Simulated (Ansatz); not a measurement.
A run on C2H5FGe, SMILES `C[CH2][Ge][F]` with other settings.

```yaml
crystal:
  periodic: [false, false, false]
  atoms:
    - {symbol: C, position_ang: [-0.476656, 0.751475, -0.289448]}
    - {symbol: C, position_ang: [0.121224, -0.209708, 0.727225]}
    - {symbol: Ge, position_ang: [1.491887, -1.500762, 0.080657]}
    - {symbol: F, position_ang: [0.954187, -1.547994, -1.602365]}
    - {symbol: H, position_ang: [-0.868504, 0.215658, -1.155193]}
    - {symbol: H, position_ang: [-1.290395, 1.341238, 0.141784]}
    - {symbol: H, position_ang: [0.272693, 1.454917, -0.661025]}
    - {symbol: H, position_ang: [-0.658834, -0.866294, 1.147843]}
    - {symbol: H, position_ang: [0.542897, 0.315170, 1.593222]}
basis:
  gaussian: {orbitals: aug-cc-pVDZ}
hamiltonian: {xc: {name: B97}}
output: {forces: true}
```

```sh
$ ansatz run in.yaml --threads 4 --pin off --events-out ev --progress --plain --max-ram 10444MiB
```

It prints (some lines left out):

```
Functional definition: B97
1514 factors; integrals over basis functions are off by at most 5.7e-4 eV
mean field evaluation 1: about -61373.7837 eV, gradient 7.4e1 eV
mean field evaluation 2: about -61328.0603 eV, gradient 1.4e2 eV
mean field evaluation 4: about -61386.6231 eV, gradient 4.0e0 eV
mean field evaluation 8: about -61386.6753 eV, gradient 1.6e-1 eV
mean field evaluation 16: about -61386.6754 eV, gradient 9.5e-5 eV
mean field -61386.67536225 eV, -2255.9187101796 hartree, gradient 4.1e-5 eV, S^2 0.000000; 0 other end points of the search recorded, 0 dependent functions left out
reference -61386.67540524 eV, -2255.9187117596 hartree; 29, 29 occupied and 121, 121 virtual orbitals, 1514 factors
Total energy: -61386.67540524 eV, -2255.9187117596 hartree
Atom 0 at    -0.476656     0.751475    -0.289448 Å, force    -0.079708     0.104508    -0.088857 eV/Å
Atom 1 at     0.121224    -0.209708     0.727225 Å, force     0.079253    -0.073465     0.055316 eV/Å
Atom 2 at     1.491887    -1.500762     0.080657 Å, force     0.468458    -0.189090     0.672461 eV/Å
Atom 3 at     0.954187    -1.547994    -1.602365 Å, force    -0.220648    -0.053422    -0.792469 eV/Å
Atom 4 at    -0.868504     0.215658    -1.155193 Å, force    -0.117929    -0.123743    -0.215005 eV/Å
Atom 5 at    -1.290395     1.341238     0.141784 Å, force    -0.211508     0.156509     0.111880 eV/Å
Atom 6 at     0.272693     1.454917    -0.661025 Å, force     0.194040     0.188086    -0.093023 eV/Å
Atom 7 at    -0.658834    -0.866294     1.147843 Å, force    -0.211928    -0.158426     0.113949 eV/Å
Atom 8 at     0.542897     0.315170     1.593222 Å, force     0.099970     0.149043     0.235748 eV/Å
Dipole moment:    -0.028612     0.147382     0.416753 e Å
```

Hardware: 4 threads of an Arm Neoverse V1 on a shared host. Wall time 6 s, peak host memory 0.47 GiB.
